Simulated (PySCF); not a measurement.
CH6ClNSi3, SMILES [SiH3][Si@@H]1N=C[Si@@H]1Cl. Atoms are numbered in the order given.

```xyz
12

Si     2.4541    -0.7699     0.1734
Si     0.2415    -1.3847    -0.3143
N     -0.2281    -0.7160    -1.9575
C     -0.9396     0.3343    -1.6822
Si    -1.3420     0.2831     0.2049
Cl    -0.9675     1.9441     1.4257
H      2.7464    -1.0957     1.6139
H      2.5830     0.7136    -0.0365
H      3.4414    -1.4899    -0.7048
H     -0.0031    -2.8646    -0.1688
H     -1.2661     1.0253    -2.4950
H     -2.7713    -0.1313     0.4543
```
Charge 0, spin multiplicity 1.

Coordinates come from a PBE-D3(BJ)/def2-SVP optimisation. The structure was generated by enumeration; whether it is a known compound was not checked.

These are PBE-D3(BJ)/def2-SVP run with PySCF values and carry that method's errors.

Frequencies are harmonic and unscaled.

```csv
mode,ν (cm⁻¹),IR (km/mol),moving atoms (share of kinetic energy)
1,42,1.0,"Si 44 %, Cl 44 %, H 9 %"
2,75,0.7,"Si 46 %, H 18 %, C 16 %, Cl 11 %, N 9 %"
3,90,0.1,H 95 %
4,140,6.0,"Si 54 %, N 21 %, Cl 12 %, H 12 %"
5,151,4.9,"Si 39 %, C 19 %, Cl 15 %, N 14 %, H 13 %"
6,314,7.2,"N 31 %, C 24 %, Cl 18 %, H 16 %, Si 11 %"
7,347,2.2,"Si 74 %, H 16 %"
8,384,15.1,"H 39 %, Si 35 %, C 12 %, N 11 %"
9,455,10.3,"Si 58 %, H 26 %, N 13 %"
10,475,1.8,"H 75 %, Si 20 %"
11,507,13.0,"H 53 %, Si 38 %"
12,534,78.4,"Si 48 %, Cl 28 %, H 15 %"
13,598,69.9,"H 84 %, Si 9 %"
14,633,1.8,"H 45 %, N 30 %, Si 23 %"
15,658,46.4,"H 64 %, Si 18 %, N 15 %"
16,713,77.6,"H 46 %, C 36 %, Si 16 %"
17,730,94.9,"H 56 %, N 21 %, Si 20 %"
18,752,56.5,"H 66 %, Si 17 %, C 15 %"
19,824,207.5,"H 88 %, Si 10 %"
20,866,27.5,"H 74 %, C 22 %"
21,896,33.1,H 97 %
22,898,30.6,H 97 %
23,1228,7.5,"H 80 %, C 13 %"
24,1535,33.7,"C 52 %, N 46 %"
25,2126,101.9,H 97 %
26,2144,95.7,H 97 %
27,2153,51.0,H 99 %
28,2169,66.1,H 96 %
29,2175,74.0,H 96 %
30,2962,47.8,"H 92 %, C 8 %"
```
